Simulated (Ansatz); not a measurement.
Relaxation of FGeH6NSi2 (11 atoms, charge 0, multiplicity 1), to a largest force component of 0.02 eV/Å in at most 40 steps.

All numbers below come from RKS PBE/def2-SVP (Ansatz).

```xyz
11
Properties=species:S:1:pos:R:3
F -1.411 1.905 0.975
Si 0.032 1.330 0.487
Si 0.307 -0.751 1.147
N 0.239 -1.433 -0.502
Ge -0.112 0.138 -1.475
H 1.199 2.243 0.586
H 1.726 -0.968 1.681
H -0.703 -1.198 2.038
H -0.738 -1.945 -0.470
H 1.071 0.433 -2.394
H -1.544 0.188 -2.054
```

Task: Where does it end, and by what steps?

Result: The run converged. The force dipped under the threshold on the way, but the program's further checks kept it going. After 12 steps the energy has fallen by 1.075 eV; H9 moved furthest, 1.04 Å.

```tsv
step	energy less start (eV)	largest force component (eV/Å)	accepted
0	0.0000	2.808	yes
1	-0.7255	1.377	yes
2	-0.8571	0.820	yes
3	-0.9030	0.694	yes
4	-1.0043	0.382	yes
5	-1.0177	0.413	yes
6	-1.0611	0.125	yes
7	-1.0664	0.114	yes
8	-1.0717	0.054	yes
9	-1.0726	0.169	yes
10	-1.0731	0.169	yes
11	-1.0743	0.016	yes
12	-1.0745	0.011	yes
```

```xyz
11
Properties=species:S:1:pos:R:3
F -1.203 2.353 1.076
Si 0.056 1.435 0.536
Si 0.224 -0.810 1.270
N 0.114 -1.271 -0.425
Ge -0.278 0.214 -1.519
H 1.286 2.303 0.594
H 1.513 -1.234 1.937
H -0.901 -1.284 2.162
H 0.214 -2.224 -0.787
H 0.749 0.325 -2.689
H -1.708 0.137 -2.135
```

Whether the end is a true minimum wasn't checked by a vibrational analysis.

Run time: 26 s on 4 threads of Arm Neoverse N1, with other jobs on the host, peak memory 0.18 GiB.
